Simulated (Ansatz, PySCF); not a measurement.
Spin gap between two states, R1 and P1; the higher of the two is an excited state, each structure at its B3LYP-D3(BJ)/def2-TZVP stationary point, reached from a drawn start (curvature not checked).
R1, CF2 (SMILES F[C]F) (charge 0, multiplicity 1, Z-matrix in Å and degrees):
```
C
F 1 1.3036
F 1 1.3036 2 104.74
```
P1, CF2 (SMILES F[C]F) (charge 0, multiplicity 3, Z-matrix in Å and degrees):
```
C
F 1 1.3177
F 1 1.3177 2 119.62
```

P less R. No zero-point or thermal terms; singlets are restricted closed shells; open shells are unrestricted.

Frozen-core correlation throughout. CBS: X⁻³ extrapolation of the correlation energy, Hartree–Fock from the larger set.

The values were computed with Ansatz (a first-principles code); PySCF for the D3/D4 terms. Each number belongs to the level named beside it.

Estimate the spin gap that CCSD(T)/CBS(cc-pVTZ, cc-pVQZ) returns for this input.

57.1 kcal/mol

Estimate the spin gap that BHLYP-D4/def2-TZVPP returns for this input.

49.9 kcal/mol

What spin gap does MP2/cc-pVTZ give?

54.1 kcal/mol
